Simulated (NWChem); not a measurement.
System: C₂HClF₂; SMILES F/C=C(\F)Cl

Parts of the log:

```
             Northwest Computational Chemistry Package (NWChem) 7.3.0
             --------------------------------------------------------

                             Geometry "geometry" -> ""
                             -------------------------

 Output coordinates in angstroms (scale by  1.889725989 to convert to a.u.)

  No.       Tag          Charge          X              Y              Z
 ---- ---------------- ---------- -------------- -------------- --------------
    1 F                    9.0000    -0.28924600    -2.24950000     0.00000000
    2 C                    6.0000    -0.70302200    -0.99125500     0.00000000
    3 C                    6.0000     0.16494700     0.02126800     0.00000000
    4 F                    9.0000     1.46839400    -0.15822000     0.00000000
    5 Cl                  17.0000    -0.32828800     1.65936000     0.00000000
    6 H                    1.0000    -1.78353500    -0.84392700     0.00000000

 Effective nuclear repulsion energy (a.u.)     213.2620034822

                                 NWChem DFT Module
                                 -----------------

 Summary of "ao basis" -> "ao basis" (spherical)
 ------------------------------------------------------------------------------
       Tag                 Description            Shells   Functions and Types
 ---------------- ------------------------------  ------  ---------------------
 F                          def2-svp                 6       14   3s2p1d
 C                          def2-svp                 6       14   3s2p1d
 Cl                         def2-svp                 8       18   4s3p1d
 H                          def2-svp                 3        5   2s1p

 in cosmo_initialize ...
 calling solv_data for solv:hexane

 solvent parameters
 solvname_short: hexane
 solvname_long:  n-hexane
 dielec:        1.8819
 dielecinf:     1.8903
 nonaqueous SMD model solvent descriptors
 dielec:        1.8819
 sola:          0.0000
 solb:          0.0000
 solc:          0.0000
 solg:         25.7500
 solh:          0.0000
 soln:          1.3749

          ---------------
          -cosmo- solvent
          ---------------
 Cosmo: York-Karplus, doi: 10.1021/jp992097l
 dielectric constant -eps-     =   1.88
 screen = (eps-1)/(eps    )    =   0.46862
 surface charge correction     = lagrangian

   van der Waals surface
 --------------------------

 ---------- ATOMIC COORDINATES (A.U.) ------------ VDWR(ANG.) --
     1   -0.54659568   -4.25093861    0.00000000     1.730
     2   -1.32851894   -1.87320033    0.00000000     1.850
     3    0.31170463    0.04019069    0.00000000     1.850
     4    2.77486230   -0.29899245    0.00000000     1.730
     5   -0.62037437    3.13573572    0.00000000     2.380
     6   -3.37039244   -1.59479078    0.00000000     1.200
 number of segments per atom =        128
 number of   points per atom =        128
 atom (   nspa,  nppa )
 ----------------------
    1 (     84,     0 )       0
    2 (     42,     0 )       0
    3 (     20,     0 )       0
    4 (     78,     0 )       0
    5 (    100,     0 )       0
    6 (     50,     0 )       0
 number of -cosmo- surface points =      374
 molecular surface =    119.278 angstrom**2
 molecular volume  =    101.612 angstrom**3
 -lineq- algorithm             =   0
 -bem- low  level              =   3
 -bem- from -octahedral-
 gaussian surface charge width =   4.50000
 degree of switching           =   1.00000
 switching function tolerance  =   0.00010
 atomic radii =
 --------------
    1  9.000  1.730
    2  6.000  1.850
    3  6.000  1.850
    4  9.000  1.730
    5 17.000  2.380
    6  1.000  1.200
 ...... end of -cosmo- initialization ......

 nat:                     6
 ixmem:                  2111
 calling mnsol_interface()
 G(SMD-CDS) energy (kcal/mol)  =    -0.227
 SMD-CDS SASA (angstrom**2)    =   120.966

[...]

                                COSMO-SMD solvation results
                                ---------------------------

             internal energy in gas <Psi(g)|H|Psi(g)> =      -735.861022854609
         internal energy in solvent <Psi(s)|H|Psi(s)> =      -735.860918567353
                               delta internal energy  =         0.000104287256 (    0.07 kcal/mol)
   total free energy in solvent <Psi(s)|H+V/2|Psi(s)> =      -735.862577969405
 polarization energy contribution <Psi(s)|V/2|Psi(s)> =        -0.001659402052 (   -1.04 kcal/mol)
    total free energy in solvent including G(SMD-CDS) =      -735.862939280868
                       G(SMD-CDS) energy contribution =        -0.000361311463 (   -0.23 kcal/mol)
     1 M fixed-concentration free energy of solvation =        -0.001916426259 (   -1.20 kcal/mol)

                       DFT Final Molecular Orbital Analysis
                       ------------------------------------

 Vector   22  Occ=2.000000D+00  E=-3.835726D-01
              MO Center= -6.8D-02,  1.1D+00,  2.5D-09, r^2= 2.1D+00
   Bfn.  Coefficient  Atom+Function         Bfn.  Coefficient  Atom+Function
  ----- ------------  ---------------      ----- ------------  ---------------
    69      0.539531  5 Cl pz                66      0.416332  5 Cl pz
    48      0.258265  4 F  pz                63      0.240801  5 Cl pz
    51     -0.192703  4 F  pz                34      0.176405  3 C  pz
     6      0.109083  1 F  pz                37      0.105482  3 C  pz
     9     -0.083125  1 F  pz                20      0.079187  2 C  pz

 Vector   23  Occ=2.000000D+00  E=-3.602149D-01
              MO Center= -2.6D-01,  1.5D+00,  9.4D-12, r^2= 1.5D+00
   Bfn.  Coefficient  Atom+Function         Bfn.  Coefficient  Atom+Function
  ----- ------------  ---------------      ----- ------------  ---------------
    67      0.602845  5 Cl px                64      0.461589  5 Cl px
    61      0.265622  5 Cl px                68      0.169395  5 Cl py
    65      0.126106  5 Cl py                47      0.123155  4 F  py
    50     -0.084104  4 F  py                46     -0.083559  4 F  px
    62      0.072882  5 Cl py                17      0.071111  2 C  s

 Vector   24  Occ=2.000000D+00  E=-2.658193D-01
              MO Center= -2.2D-01, -2.5D-01,  1.3D-09, r^2= 2.6D+00
   Bfn.  Coefficient  Atom+Function         Bfn.  Coefficient  Atom+Function
  ----- ------------  ---------------      ----- ------------  ---------------
    20      0.391442  2 C  pz                34      0.363028  3 C  pz
    69     -0.345919  5 Cl pz                 6      0.258561  1 F  pz
    23      0.247007  2 C  pz                66     -0.232732  5 Cl pz
     9     -0.212290  1 F  pz                37      0.211057  3 C  pz
    48      0.208780  4 F  pz                51     -0.174188  4 F  pz

 Vector   25  Occ=0.000000D+00  E= 1.109825D-02
              MO Center= -2.8D-01, -4.2D-01,  4.9D-10, r^2= 2.2D+00
   Bfn.  Coefficient  Atom+Function         Bfn.  Coefficient  Atom+Function
  ----- ------------  ---------------      ----- ------------  ---------------
    23      0.610876  2 C  pz                37     -0.600093  3 C  pz
    34     -0.502900  3 C  pz                20      0.463850  2 C  pz
    69      0.235014  5 Cl pz                 9     -0.188978  1 F  pz
    51      0.187104  4 F  pz                 6      0.183358  1 F  pz
    48     -0.184244  4 F  pz                66      0.107238  5 Cl pz

 Vector   26  Occ=0.000000D+00  E= 4.610231D-02
              MO Center= -3.2D-01,  4.1D-01,  2.2D-10, r^2= 3.0D+00
   Bfn.  Coefficient  Atom+Function         Bfn.  Coefficient  Atom+Function
  ----- ------------  ---------------      ----- ------------  ---------------
    68      0.758964  5 Cl py                31      0.685850  3 C  s
    60     -0.525551  5 Cl s                 76     -0.496486  6 H  s
    33      0.435588  3 C  py                35     -0.389335  3 C  px
    36      0.376046  3 C  py                30      0.328511  3 C  s
    21     -0.310612  2 C  px                65      0.269423  5 Cl py

 Vector   27  Occ=0.000000D+00  E= 9.101928D-02
              MO Center= -1.3D-01, -8.0D-02, -1.8D-11, r^2= 3.5D+00
   Bfn.  Coefficient  Atom+Function         Bfn.  Coefficient  Atom+Function
  ----- ------------  ---------------      ----- ------------  ---------------
    31      1.304127  3 C  s                 76      0.778624  6 H  s
    22     -0.639254  2 C  py                45     -0.517292  4 F  s
    60     -0.509600  5 Cl s                 68      0.488807  5 Cl py
    17     -0.411953  2 C  s                  3     -0.408692  1 F  s
    21      0.351192  2 C  px                36      0.338210  3 C  py

     Multipole analysis of the density
     ---------------------------------

     L   x y z        total         alpha         beta         nuclear
     -   - - -        -----         -----         ----         -------
     0   0 0 0      0.000000    -24.000000    -24.000000     48.000000

     1   1 0 0     -0.594115     -0.315436     -0.315436      0.036757
     1   0 1 0      0.190375      0.212548      0.212548     -0.234721
     1   0 0 1      0.000000      0.000000      0.000000      0.000000

     2   2 0 0    -23.663572    -62.363097    -62.363097    101.062622
     2   1 1 0      0.603134     -0.076461     -0.076461      0.756055
     2   1 0 1      0.000000      0.000000      0.000000      0.000000
     2   0 2 0    -26.261200   -190.232331   -190.232331    354.203461
     2   0 1 1     -0.000000     -0.000000     -0.000000      0.000000
     2   0 0 2    -24.868105    -12.434052    -12.434052      0.000000
```

Level: PBE0/def2-SVP, SMD on the gas-phase geometry. Structure relaxed at the PBE0/def2-SVP level. Solvent: n-hexane.

Problem. Write an input that gives this output.

Solution. This is not unique; one that fits is the input that was run:
```
start job
memory heap 200 mb stack 900 mb global 1100 mb
geometry units angstroms noautosym nocenter noautoz
  F     -0.289246    -2.249500     0.000000
  C     -0.703022    -0.991255     0.000000
  C      0.164947     0.021268     0.000000
  F      1.468394    -0.158220     0.000000
  Cl    -0.328288     1.659360     0.000000
  H     -1.783535    -0.843927     0.000000
end
basis spherical
  * library def2-svp
end
dft
  xc pbe0
  iterations 150
end
cosmo
  do_cosmo_smd true
  solvent hexane
end
task dft energy
```
